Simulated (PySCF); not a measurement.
**Sr⁺: excitation energy**

Sr⁺ [Kr] 5s1 (2S) → Sr⁺ [Kr] 4d1 (2D), as a difference of total energies. Computed with PySCF 2.14 in ANO-RCC-VTZP (7s6p3d1f, 47 functions), with the spin-free X2C one-electron Hamiltonian (Gaussian nucleus). Correlated levels: valence and next inner shell: [Ar] 3d10 frozen. The calculations carry no spin-orbit coupling.

```csv
method,excitation energy (cm⁻¹)
UHF,16273
MP2 (valence and next inner shell),17444
SCS-MP2 (valence and next inner shell),17155
CCSD (valence and next inner shell),17121
CCSD(T) (valence and next inner shell),17316
```

Errors of the correlated levels include the incompleteness of this basis and the frozen core.

For comparison: 14724 cm⁻¹ (measured; NIST levels, between the centres of gravity of the two terms).
